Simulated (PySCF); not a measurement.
Work out the structure from these simulated measurements.

Elements present: C, Cl, H, O and Si. Monoisotopic mass: 95.9798 u.

| Item | Value |
| --- | --- |
| NMR, other nuclei | isotropic shieldings of nuclei other than C and H, by class: 328 (1 O), 375 (1 Si), 955 (1 Cl) ppm [GIAO PBE0/pcSseg-1] |
| Triplet | lowest triplet excitation (Tamm–Dancoff): 5.90 eV [TDA PBE0/def2-SVPD] |
| Rotational structure | rotational constants A, B, C: 8.916, 2.455, 2.095 GHz [GFN2-xTB] |
| Dipole | 0.97 D [PBE0/def2-SVPD] |
| UV, first state | lowest singlet excitation: 6.56 eV (189 nm, f = 0.027) [TDDFT PBE0/def2-SVPD] |
| Polarisability | 56.5 au [PBE0/def2-SVPD] |
| 13C NMR | chemical shifts (computed TMS as zero) by class: 35.6 (1 C) ppm [GIAO PBE0/pcSseg-1] |
| 1H NMR | chemical shifts (computed TMS as zero) by class: 4.92 (2 H), 2.95 (2 H), 1.90 (1 H) ppm [GIAO PBE0/pcSseg-1] |

Electronic properties: PySCF, gas phase, density fitting. Levels stand in brackets. The structure is a single GFN2-xTB conformer in the gas phase; no vibrational or solvent corrections. NMR values are class means; diastereotopic atoms form classes of their own.

Problem. Which formula fits the mass and the elements?

Solution. CH5ClOSi (calculated 95.9798). No other formula that holds each of these elements comes within 0.0003 u with a fitting electron parity and a possible valence count.

Problem. Give a SMILES that accounts for the data.

Solution. Numbering: `[OH:1][SiH2:2][CH2:3][Cl:4]`. Its formula, CH5ClOSi, gives 0 degrees of unsaturation, so no ring and no π bond. The one carbon: sp3 C–Cl carbon [C3] (35.6 ppm). Hydrogen classes from least to most shielded: 2 H on an oxygen-bound silicon, Si2 (4.92 ppm), 2 H on an sp3 C–Cl carbon, C3 (2.95 ppm), 1 H on a silanol oxygen, O1 (1.90 ppm). The other shieldings belong to: 328 ppm, silanol oxygen [O1]; 375 ppm, oxygen-bound silicon [Si2]; 955 ppm, alkyl chlorine [Cl4]. The optimised geometry has point group C1 and is an asymmetric top. Structure: `O[SiH2]CCl`. The assignments are read from this structure; whether some other isomer fits the data as well wasn't checked.

Conformer computed: `[OH:1][SiH2:2][CH2:3][Cl:4]`: O1–Si2–C3–Cl4 -56°, H–O1–Si2–C3 45°.
